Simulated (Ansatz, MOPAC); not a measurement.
Spectroscopic constants of LiF+, multiplicity 2 (lowest of 2S+1 = 2, 4 at CCSD(T)/def2-TZVPP on PBE0 minima; our sources give no spin for the ground state, which may be another).

Seven points along R, fitted to fifth degree in 1/R; most abundant isotopes. In def2 and cc sets the state is the lowest found near the PBE0 minimum, followed along R.

Correlated levels freeze the inner cores; with def2 sets outer-core shells near the valence are correlated too. The state that PM7 reach isn't checked; PM7 holds dispersion and hydrogen-bond terms.

The values were computed with Ansatz (a program for electronic structure); MOPAC for PM7 (differences of heats of formation). 

Q: What bond length and harmonic frequency does PM7 give?

A: r_e = 1.971 Å, ω_e = 272 cm⁻¹.

Q: What bond length and harmonic frequency does PBE/def2-TZVPP give?

A: r_e = 2.060 Å, ω_e = 294 cm⁻¹.

Q: What bond length and harmonic frequency does CCSD(T)/def2-QZVPP give?

A: r_e = 2.037 Å, ω_e = 305 cm⁻¹.
